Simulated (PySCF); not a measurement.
THF cation (C₄H₈O), SMILES C1CCOC1 (connectivity only; charge and spin as stated), charge +1, multiplicity 2.

Geometry optimised at PBE0-D3(BJ)/def2-SVP. The multiplicity is an assumed one; no other spin state was optimised. One conformer was computed; it need not be the lowest.

All values below come from PySCF with SMD-M06-2X/def2-SVP.

Solvation free energies are E(SMD) − E(gas) at the gas-phase geometry, for 1 M in both phases.

| solvent | ΔG(solv) (kcal/mol) | its non-electrostatic (CDS) part |
|---|---|---|
| water | -62.8 | 2.3 |
| methanol | -64.2 | -0.4 |
| dichloromethane | -58.9 | -2.0 |
